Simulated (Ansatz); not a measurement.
```xyz
8

Si    1.081   -0.340    0.509
Si   -1.008    0.331   -0.290
Cl   -0.829    2.160   -1.206
Br   -1.719   -1.171   -1.763
H     0.946   -1.666    1.164
H     2.013   -0.431   -0.643
H     1.580    0.658    1.491
H    -2.065    0.458    0.739
```

Total charge 0; spin multiplicity 1.

(1) List the ωB97M-V/def2-TZVPP orbital energies in eV (Ansatz). (Best estimate.)

Answers

(1) Ansatz gave: Occupied: -13156.93, -2772.20, -1808.93, -1807.29, -1709.26, -1537.45, -1537.40, -1537.40, -262.61, -242.11, -200.08, -199.96, -199.95, -181.79, -181.61, -181.60, -149.84, -148.42, -104.00, -103.96, -103.89, -102.53, -102.52, -102.51, -75.16, -75.11, -75.10, -74.96, -74.96, -26.21, -24.62, -18.82, -16.98, -13.86, -13.51, -12.88, -12.54, -12.48, -11.68, -11.34, -10.96, -10.18. Lowest empty: 1.10, 1.28, 1.64, 2.78, 2.90, 3.04, 3.33, 4.97.
